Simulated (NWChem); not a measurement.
## Atomisation of C$_{3}$H$_{6}$ClF

```xyz
11

C     -2.1601     0.4810    -0.4814
C     -0.8694    -0.2198    -0.1174
F     -0.8975    -0.5401     1.2208
C      0.3432     0.6433    -0.3879
Cl     1.8685    -0.2275    -0.0889
H     -2.2456     1.4426     0.0474
H     -2.2197     0.6665    -1.5639
H     -3.0142    -0.1467    -0.1907
H     -0.7692    -1.1642    -0.6818
H      0.3294     1.5251     0.2687
H      0.3488     0.9775    -1.4347
```
Charge 0, spin multiplicity 1.

The numbers come from NWChem runs, not from measurements. All single points use one geometry, from PBE0/def2-SVP, a minimum by its harmonic frequencies. It is one conformer; others weren't searched.

Basis set: def2-TZVP. The atomisation energy is electronic alone: no zero-point, thermal, spin-orbit or counterpoise terms. No value is extrapolated to the basis-set limit. Free atoms are single determinants with multiplicities C 3, F 2, Cl 2, H 2.

The structure started from a generated list of species. No SCF solution was tested for a lower state.

Order these methods by the atomisation energy they give, lowest first: BP86, PBE, PBE0, CAM-B3LYP.

CAM-B3LYP (994.2 kcal/mol), PBE0 (998.1 kcal/mol), PBE (1014.3 kcal/mol), BP86 (1019.9 kcal/mol)
